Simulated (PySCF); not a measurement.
Electron correlation in In⁺ (indium, charge +1)

[Kr] 4d10 5s2, closed-shell 1S. All numbers are calculated (PySCF 2.14, scalar relativity through the core potential, in aug-cc-pVDZ-PP with ECP28MDF). Frozen: 4s2 4p6 4d10; 2 electrons correlated.

Total MP2 correlation energy: -20.89 mhartree.

Same-spin part 0.00 and opposite-spin part -20.89 mhartree; SCS-MP2 scales them by 1/3 and 6/5 to -25.07 mhartree.

With two correlated electrons CCSD is exact within the correlated space (frozen core and kept virtual orbitals).

| level | correlation energy (mhartree) |
| --- | --- |
| CCSD | -31.65 |

Diagnostics: T1 = 0.0047, D1 = 0.0066, largest double amplitude 0.097.

Cost of the coupled-cluster step: 0.04 s of wall time on 1 thread of Neoverse-V2 (shared host), for 2 correlated electrons.
